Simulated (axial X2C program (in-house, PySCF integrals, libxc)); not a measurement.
# Potential curves of ScH, spin-free

Computed with an in-house relativistic program for diatomic molecules. Spin-free means the one-electron spin-free X2C Hamiltonian. Basis: Sc dyall-cv3z [10s11p7d5f2g], H dyall-v3z [6s2p1d] (cores contracted in-house); Gaussian nuclei, density fitting, unrestricted open shells. Masses: Sc 44.956 u, H 1.008 u.

State: M_S = 1, Λ = 2 (beyond evenly filled blocks: σα, δ+α). Energies in eV from the fragments at the same level (Sc + H). Fits are polynomials in 1 − R0/R over 0.85 to 1.23 times the lowest point R0.

```
 R (Å)      MP2
1.6086  -1.5474
1.6826  -1.7407
1.7381  -1.8337
1.7935  -1.8896
1.8490  -1.9147
1.9137  -1.9111
1.9784  -1.8789
2.0616  -1.8041
2.1633  -1.6747
2.3112  -1.4378
```

Correlated methods: 12 electrons correlated (number of frozen shells: Sc 2 s, 1 p; H none), 234 virtual spin orbitals or spinors in MP2.

The state is a single determinant with fixed occupations, the lowest that a limited PBE0 search found. Dissociation energies refer to the lowest single-determinant-based atoms at the same level and basis. Other states lie close and PBE0, whose exact exchange favours high spin, may order them wrongly; the determinant shown need not be the ground state. The nearest other spin-free determinant of the search, M_S = 0, Λ = 0, lies 0.08 eV up at the distance of the search. MP2 and coupled cluster on one determinant become unreliable at the stretched end.

Q: Fit the MP2 curve near its minimum: give the equilibrium distance, the harmonic wavenumber and the well depth.

A: At MP2, spin-free: Re = 1.874 Å, ωe ≈ 1470 cm⁻¹, De = 1.92 eV to Sc + H; Be follows as 4.87 cm⁻¹.
